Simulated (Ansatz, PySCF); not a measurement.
Si(AsH2)2(F)(H) (As2FH5Si), SMILES F[SiH]([AsH2])[AsH2].

The structure is a stationary point at PBE-D3(BJ)/def2-SVP.

Vertical ionisation energy (IE) and electron affinity (EA) in eV. Rows of orbital energies are one-electron estimates. Where ΔSCF, EOM or ADC give a negative EA the extra electron is unbound and the value depends on the basis.

```
level                                                                       IE     EA
------------------------------------------------------------------------  ----  -----
−ε(HOMO), −ε(LUMO), ωB97X/def2-TZVP (PySCF)                               9.55  -1.36
−ε(HOMO), −ε(LUMO), PBE/def2-TZVP (PySCF)                                 6.40   1.40
ΔSCF, CAM-B3LYP/def2-SVPD (Ansatz), final states of multiplicity 2 and 2  9.43  -0.84
ΔSCF, PBE/def2-SVPD (Ansatz), final states of multiplicity 2 and 2        9.05  -0.61
```

Q: What vertical singlet–triplet gap does ΔSCF give with CAM-B3LYP/def2-SVPD (Ansatz, a quantum-chemistry and plane-wave program) and with PBE/def2-SVPD (Ansatz)? (Estimate from the structure and the level; the computed values follow.)

A: 5.18 and 4.68 eV (triplet above singlet where positive).
